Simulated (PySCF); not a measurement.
**NaZn: frontier orbitals**

PBE at R = 3.265 Å; PySCF, scalar-relativistic core potentials, basis sets Na cc-pVDZ, Zn cc-pVDZ-PP with ECP10. State: ²Σ⁺ (doublet), unpaired electrons σ ↑. Only the outer orbitals are listed, counted within each symmetry, core potentials removing the inner ones.

| spin | orbital | occ. | ε (eV) | on Na (%) | main shells (%) |
| --- | --- | --- | --- | --- | --- |
| α | 6σ | 1 | -10.08 | 1 | 100 Zn d |
| α | 3π | 1 | -10.07 | 0 | 100 Zn d |
| α | 3π | 1 | -10.07 | 0 | 100 Zn d |
| α | 1δ | 1 | -10.06 | 0 | 100 Zn d |
| α | 1δ | 1 | -10.06 | 0 | 100 Zn d |
| α | 7σ | 1 | -6.19 | 7 | 93 Zn s |
| α | 8σ | 1 | -3.00 | 82 | 80 Na s, 15 Zn p |
| α | 4π | 0 | -1.52 | 46 | 54 Zn p, 45 Na p |
| α | 4π | 0 | -1.52 | 46 | 54 Zn p, 45 Na p |
| α | 9σ | 0 | -1.35 | 50 | 49 Zn p, 39 Na p, 11 Na s |
| β | 6σ | 1 | -10.05 | 1 | 100 Zn d |
| β | 1δ | 1 | -10.05 | 0 | 100 Zn d |
| β | 1δ | 1 | -10.05 | 0 | 100 Zn d |
| β | 3π | 1 | -10.05 | 0 | 100 Zn d |
| β | 3π | 1 | -10.05 | 0 | 100 Zn d |
| β | 7σ | 1 | -6.03 | 4 | 96 Zn s |
| β | 8σ | 0 | -2.16 | 67 | 66 Na s, 30 Zn p |
| β | 4π | 0 | -1.23 | 21 | 79 Zn p, 19 Na p |
| β | 4π | 0 | -1.23 | 21 | 79 Zn p, 19 Na p |

Which are the highest filled and the lowest empty level, where do they sit, and how wide is the gap?

Highest filled α 8σ at -3.00 eV (in %: 80 Na s, 15 Zn p); lowest empty β 8σ at -2.16 eV (in %: 66 Na s, 30 Zn p); the gap at PBE is 0.84 eV.

The bond order (Mayer) is 0.39. The ⟨S²⟩ is 0.751, the charge on Na (Mulliken, basis-dependent) is 0.05 and the charge on Na (Löwdin, basis-dependent) is -0.09. The dipole moment (positive dipole means Na(−)Zn(+)) is -0.56 D. The polarisability along the bond is 284.2 bohr³ and the polarisability across the bond is 157.7 bohr³.

The state is the lowest determinant that a PBE0 search found; another state may lie lower at other levels.
